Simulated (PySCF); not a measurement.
## `C1[SiH2]C[SiH2]C[SiH2]1`: 4 charge schemes on one density

Species: C₃H₁₂Si₃.
Structure used (PBE0-D3(BJ)/def2-SVP), in Å, numbered top down from 1:
```xyz
18
C3H12Si3 angstrom
C     -0.7053    1.3321   -0.9948
Si     1.0792    1.4310   -0.3948
C      1.7640   -0.3106   -0.1684
Si     0.7121   -1.3949    0.9575
C     -1.0598   -1.4284    0.3177
Si    -1.8132    0.2876    0.1150
H     -0.7099    0.8946   -2.0093
H     -1.1206    2.3500   -1.0857
H      1.9172    2.1996   -1.3710
H      1.1224    2.1553    0.9154
H      1.8290   -0.7914   -1.1610
H      2.7929   -0.2547    0.2255
H      1.2750   -2.7818    1.0275
H      0.7224   -0.8243    2.3425
H     -1.6895   -2.0260    0.9987
H     -1.0753   -1.9394   -0.6616
H     -1.9200    0.9402    1.4592
H     -3.1945    0.1906   -0.4579
```

Density: PBE0/pcSseg-1 (PySCF); schemes: Mulliken, IAO, Hirshfeld and ESP-fitted. The structure is a single PBE0-D3(BJ)/def2-SVP conformer in the gas phase; no vibrational or solvent corrections.

Tabulate the Mulliken, IAO, Hirshfeld and ESP-fitted charges.

In e:

| atom | environment | Mulliken | IAO | Hirshfeld | ESP-fitted |
| --- | --- | --- | --- | --- | --- |
| C1 | sp3 carbon bound to silicon | -0.852 | -0.834 | -0.250 | -0.641 |
| Si2 | SiH2 silicon | +0.631 | +0.763 | +0.332 | +0.652 |
| C3 | sp3 carbon bound to silicon | -0.852 | -0.834 | -0.250 | -0.652 |
| Si4 | SiH2 silicon | +0.631 | +0.764 | +0.332 | +0.663 |
| C5 | sp3 carbon bound to silicon | -0.851 | -0.834 | -0.250 | -0.649 |
| Si6 | SiH2 silicon | +0.629 | +0.763 | +0.332 | +0.657 |
| H7 | methylene hydrogen | +0.171 | +0.156 | +0.042 | +0.166 |
| H8 | methylene hydrogen | +0.180 | +0.165 | +0.046 | +0.146 |
| H9 | Si–H hydrogen | -0.075 | -0.123 | -0.086 | -0.169 |
| H10 | Si–H hydrogen | -0.055 | -0.128 | -0.083 | -0.153 |
| H11 | methylene hydrogen | +0.171 | +0.156 | +0.042 | +0.166 |
| H12 | methylene hydrogen | +0.180 | +0.165 | +0.046 | +0.152 |
| H13 | Si–H hydrogen | -0.074 | -0.123 | -0.086 | -0.172 |
| H14 | Si–H hydrogen | -0.055 | -0.128 | -0.084 | -0.156 |
| H15 | methylene hydrogen | +0.180 | +0.165 | +0.045 | +0.150 |
| H16 | methylene hydrogen | +0.171 | +0.156 | +0.042 | +0.166 |
| H17 | Si–H hydrogen | -0.055 | -0.128 | -0.084 | -0.155 |
| H18 | Si–H hydrogen | -0.074 | -0.122 | -0.086 | -0.170 |

Mean size of the charges over all atoms: IAO 0.361 e, Mulliken 0.327 e, ESP-fitted 0.324 e, Hirshfeld 0.140 e. Each set sums to the total charge, 0, to within 0.001 e. The Mulliken scheme gives each basis function's population to the atom it is centred on and halves the overlap population of two atoms between them.

Lowest charge. All schemes pick atoms of one kind: Mulliken C1 and C3 (-0.852); IAO C1, C3 and C5 (-0.834); Hirshfeld C1, C3 and C5 (-0.250); ESP-fitted C3 (-0.652).

Highest charge. All schemes pick atoms of one kind: Mulliken Si2 and Si4 (+0.631); IAO Si4 (+0.764); Hirshfeld Si2, Si4 and Si6 (+0.332); ESP-fitted Si4 (+0.663).

How many electrons does the ESP-fitted scheme count on Si6?

Z − q = 14 − (+0.657) = 13.343.

Sum the charges by element.

```json
{"element": "C", "atoms": "3", "Mulliken": "-2.555", "IAO": "-2.502", "Hirshfeld": "-0.750", "ESP-fitted": "-1.943"}
{"element": "Si", "atoms": "3", "Mulliken": "+1.891", "IAO": "+2.291", "Hirshfeld": "+0.995", "ESP-fitted": "+1.972"}
{"element": "H", "atoms": "12", "Mulliken": "+0.663", "IAO": "+0.211", "Hirshfeld": "-0.246", "ESP-fitted": "-0.030"}
```
